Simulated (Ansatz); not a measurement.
`C[SiH2]BN` + HBr → `NBBr` + `C[SiH3]` at 700 K and 1 bar (cleavage of the B–Si bond).

Gas-phase electronic energies from Ansatz, PBE0-D4/def2-TZVP geometries. CCSD(T)/CBS is the MP2 limit (def2-TZVPP, def2-QZVPP) plus CCSD(T) − MP2 in def2-TZVPP, frozen cores. This one scheme is used for every species. For Br outer-core shells are correlated without core-valence functions, which leaves a few kJ/mol of doubt a bond. Scalar relativity is left out up to krypton. One conformer a species, not always the lowest.

```csv
species,CCSD(T)/CBS energy (Eh),H − E (kJ/mol),S (J/(mol·K))
`C[SiH2]BN`,-411.48345,327.8,458.3
HBr,-2573.91920,36.5,223.7
`NBBr`,-2654.70322,151.4,344.2
`C[SiH3]`,-330.73916,210.8,332.0
```

H − E and S are ideal-gas, rigid-rotor, harmonic terms from PBE0-D4/def2-TZVP, for one conformer and one mirror image of each species. 1 Eh = 2625.50 kJ/mol, R = 8.31446 J/(mol·K).

By hand: ΔE, ΔH, ΔS and ΔG.

ΔE = (-2654.70322) + (-330.73916) − (-411.48345) − (-2573.91920) = -0.03973 Eh = -104.3 kJ/mol. Δ(H − E) = 151.4 + 210.8 − 327.8 − 36.5 = -2.1, so ΔH = -106.4 kJ/mol. ΔS = 344.2 + 332.0 − 458.3 − 223.7 = -5.8 J/(mol·K). ΔG = -106.4 − 700 × (-5.8)/1000 = -102.3 kJ/mol.

By hand: the equilibrium constant, and the temperature at which ΔG would vanish if ΔH and ΔS stayed fixed.

log₁₀ K = −ΔG/(RT ln 10) = 7.6. ΔG = 0 at ΔH/ΔS = 18345 K, far beyond where these terms or the molecules hold.

The number of gas molecules stays the same, so ΔS is small and ΔH decides. A doubt of 5 kJ/mol in ΔE shifts log₁₀ K by 0.4 here. Other conformers and mirror images would add mixing entropy, several J/(mol·K) or more a flexible species. These are equilibria of isolated gas molecules and say nothing of rates. Largest T1 diagnostic: 0.012 (customary marks: 0.02 for closed shells, 0.045 for open ones).
